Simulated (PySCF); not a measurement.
BCl2(CH2SiH3), CH₅BCl₂Si.
Z-matrix (Å and degrees, PBE0-D3(BJ)/def2-SVP geometry), rows numbered from 1:
```
B 
Cl  1  1.7569
Cl  1  1.7575  2  117.76
C   1  1.5454  2  121.16  3  -176.86
Si  4  1.8991  1  110.19  2    90.40
H   4  1.1014  1  111.66  2  -151.82
H   4  1.1011  1  111.99  2   -28.08
H   5  1.4929  4  109.98  1   -59.13
H   5  1.4925  4  109.99  1    61.10
H   5  1.4938  4  109.34  1  -178.95
```

Jobs on this species (10 atoms, 64 electrons) with PySCF (density fitting). Hardware of each: one thread, Intel Xeon at 2.50 GHz (x86_64), on a shared host. The host was shared with other jobs, so the times are rough. Peak memory is the resident size of the whole Python process, interpreter and libraries included.

```csv
level and settings,work,basis functions,SCF cycles,wall time,peak memory
"delta-SCF UKS SCAN, pcX-2 on the ionised atom, pcseg-1 elsewhere, spin-free X2C","ΔSCF core ionisation, 6 holes",149,?,?,?
B3LYP/pcSseg-1,shieldings,131,?,?,?
PBE0/pcSseg-1,"shieldings, charges and field gradients, density and orbital grids written",131,?,?,?
"PBE0-D3(BJ)/def2-SVP, grid level 1",geometry optimisation from a GFN2-xTB start shaken at random,107,38,58 s,0.43 GiB
wB97X-D/def2-SVPD,"10 singlets by full TDDFT, 4 Tamm–Dancoff triplets, polarisability, density and orbital grids written",158,12,49 s,0.73 GiB
```

Problem. Fill in the missing figures.

Solution. 
- delta-SCF UKS SCAN, pcX-2 on the ionised atom, pcseg-1 elsewhere, spin-free X2C; ΔSCF core ionisation, 6 holes: 73 s, 0.49 GiB, 108 SCF cycles
- B3LYP/pcSseg-1; shieldings: 22 s, 0.66 GiB, 12 SCF cycles
- PBE0/pcSseg-1; shieldings, charges and field gradients, density and orbital grids written: 39 s, 0.66 GiB, 12 SCF cycles

Problem. What do all jobs in the table cost together?

Solution. About 4.0 min; the longest takes about 30 % of that, and about 3.3 times as long as the shortest.
